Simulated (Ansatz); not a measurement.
System: FeCl2, charge 0, multiplicity 5. The spin state was set by rule; other spins were not relaxed. 
Coordinates optimised at B3LYP-D3(BJ)/def2-TZVP (Ansatz, a program for electronic structure):
SMILES: [Cl][Fe][Cl]
```xyz
3

Fe     0.0000     0.0000     0.0000
Cl     0.0000     0.0000    -2.1444
Cl     0.0000     0.0000     2.1444
```
Charge 0, spin multiplicity 5.

Basis-set convergence of Hartree-Fock and CCSD(T) correlation energies (hartree) with Ansatz. Valence correlation only, unless marked. UHF or UKS for open shells. Spin-orbit coupling is left out. Frozen are the shells of the preceding noble gas and the d and f shells that filled before the atom's block. No relativistic terms.

```
basis        functions        E(HF)  E(corr, CCSD(T))
-----------  ---------  -----------  ----------------
def2-SVPD           88  -2181.15042          -0.45126
def2-TZVPPD        169   (withheld)        (withheld)
```

Task: What belongs in the gaps?

Result: 
- def2-TZVPPD, E(HF): -2181.61935
- def2-TZVPPD, E(corr, CCSD(T)): -0.63062
